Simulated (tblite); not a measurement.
Species: C6H7O2 (charge -1).
Atom-mapped SMILES: `[CH3:1][CH:2]=[C:3]=[C:4]([CH3:5])[C:6](=[O:7])[O-:8]` (hydrogens: H9, H10, H11 on C1; H12 on C2; H13, H14, H15 on C5)
Bond orders are those of one Lewis drawing.

Computed with GFN2-xTB (tblite), gas phase: Langevin dynamics at 300 K from the optimised GFN2-xTB geometry, time step 0.5 fs, friction 0.01 fs⁻¹, 2000 steps.

Start geometry:
```
atom  x, y, z in Å
C1      2.633   -0.389   -0.119
C2      1.445   -0.339    0.803
C3      0.228   -0.049    0.414
C4     -0.981    0.116    0.011
C5     -1.727    1.411   -0.092
C6     -1.893   -1.136   -0.400
O7     -1.697   -1.568   -1.533
O8     -2.697   -1.458    0.474
H9      2.326   -0.172   -1.139
H10     3.096   -1.379   -0.100
H11     3.394    0.338    0.181
H12     1.653   -0.554    1.847
H13    -2.005    1.593   -1.132
H14    -1.134    2.254    0.271
H15    -2.646    1.339    0.492
```

The statistics below take the 31 frames saved every 25 fs from 250 to 1000 fs; their kinetic temperature (all 3N coordinates) averages 313 K.

Q: How do the bond lengths spread?

A: 
```csv
bond,start (Å),mean (Å),standard deviation (Å),shortest (Å),longest (Å)
C1–C2,1.504,1.513,0.034,1.459,1.596
C2=C3,1.310,1.311,0.019,1.282,1.350
C3=C4,1.285,1.289,0.023,1.251,1.339
C4–C5,1.499,1.509,0.042,1.408,1.596
C4–C6,1.603,1.614,0.051,1.515,1.764
C6=O7,1.229,1.231,0.017,1.195,1.266
C6–O8,1.230,1.233,0.016,1.209,1.274
C1–H9,1.088,1.091,0.020,1.054,1.125
C1–H10,1.093,1.101,0.027,1.058,1.156
C1–H11,1.095,1.096,0.023,1.044,1.136
C2–H12,1.087,1.090,0.022,1.050,1.147
C5–H13,1.092,1.098,0.031,1.044,1.170
C5–H14,1.093,1.098,0.029,1.031,1.149
C5–H15,1.091,1.094,0.023,1.056,1.162
```

Q: Give the same statistics for bond angles, one of each kind among heavy atoms.

A: 
| angle | start (°) | mean (°) | standard deviation (°) | smallest (°) | largest (°) |
| --- | --- | --- | --- | --- | --- |
| C1–C2–C3 | 124.0 | 123.1 | 3.8 | 114.4 | 130.5 |
| C2–C3–C4 | 174.5 | 171.4 | 5.3 | 159.8 | 178.0 |
| C3–C4–C5 | 126.9 | 125.1 | 5.0 | 113.0 | 135.4 |
| C3–C4–C6 | 121.0 | 119.6 | 4.0 | 109.2 | 126.7 |
| C5–C4–C6 | 112.0 | 114.5 | 5.1 | 105.6 | 125.7 |
| C4–C6–O7 | 114.9 | 114.8 | 3.0 | 108.8 | 120.8 |
| C4–C6–O8 | 113.2 | 113.3 | 3.9 | 102.9 | 120.1 |
| O7–C6–O8 | 131.9 | 131.5 | 3.6 | 123.6 | 139.7 |

Q: How widely does the potential energy scatter, against a harmonic estimate?

A: Mean 0.51 eV above the start, standard deviation 0.116 eV, range 0.31 to 0.78 eV. For 39 classical harmonic modes at 300 K the canonical values are 39kT/2 = 0.50 eV and kT·√(39/2) = 0.114 eV.

The run is classical and short, so these are rough statistics of one trajectory.

What follows is the cost of the whole dynamics run. Time: 11 s of wall time; peak memory 0.18 GiB. Hardware: an AMD EPYC 7B13 with one thread, shared host with 128 logical CPUs at a one-minute load of 6.8.
